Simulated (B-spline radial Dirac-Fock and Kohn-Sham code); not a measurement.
## Hg⁶⁵⁺: scattering cross sections and density moments

System: the Hg⁶⁵⁺ ion, 1s2 2s2 2p6 3s2 3p3.

Input of the calculation (task.json; shells as n, l, electrons):

```json
{"items": [{
  "Z": 80,
  "q": 65,
  "cfg": [[1, 0, 2], [2, 0, 2], [2, 1, 6], [3, 0, 2], [3, 1, 3]],
  "A": 202,
  "rrms": 5.4648,
  "do": ["scatter"],
  "s": [0.0, 0.05, 0.1, 0.15, 0.2, 0.25, 0.3, 0.35, 0.4, 0.45, 0.5, 0.6, 0.7, 0.8, 0.9, 1.0, 1.1, 1.2, 1.4, 1.6, 1.8, 2.0, 2.5, 3.0, 3.5, 4.0, 5.0, 6.0],
  "pz": [0, 0.1, 0.14, 0.18, 0.25, 0.34, 0.45, 0.62, 0.83, 1.1, 1.5, 2.1, 2.8, 3.8, 5.1, 7.0, 9.4, 13.0, 17.0, 23.0, 32.0],
  "hv_scatter": [1000, 5000, 8047.8, 17479.3, 30000, 100000, 200000, 500000]
}]}
```

Command: `python xray_run.py task.json out`

Calculated with a radial finite-basis atomic code, using Dirac-Fock densities.

```
Sum of ⟨r⟩                          : 1.370 bohr
Sum of ⟨r²⟩                         : 0.1986 bohr²
Sum of ⟨1/r⟩                        : 416.19 per bohr
Langevin diamagnetic susceptibility : -0.157 × 10⁻⁶ cm³/mol
Lamb shielding (α²/3)Σ⟨1/r⟩         : 7388 ppm
```

Coherent scattering is the Thomson cross section weighted by f₀², without anomalous dispersion; incoherent scattering is Klein-Nishina weighted by S. The Lamb formula is the non-relativistic shielding expression. Electron correlation is left out. A dash stands where the photon energy is too low for the impulse approximation behind that column.

| hν (keV) | coherent (b) | incoherent (b) | incoherent per electron (b) |
| --- | --- | --- | --- |
| 1 | 149.6 | – | – |
| 5 | 147.3 | – | – |
| 8.0478 | 143.8 | – | – |
| 17.4793 | 125.4 | – | – |
| 30 | 96.04 | – | – |
| 100 | 27.54 | 4.283 | 0.286 |
| 200 | 9.451 | 4.669 | 0.311 |
| 500 | 1.935 | 3.957 | 0.264 |

Incoherent scattering overtakes coherent scattering between 200 and 500 keV.
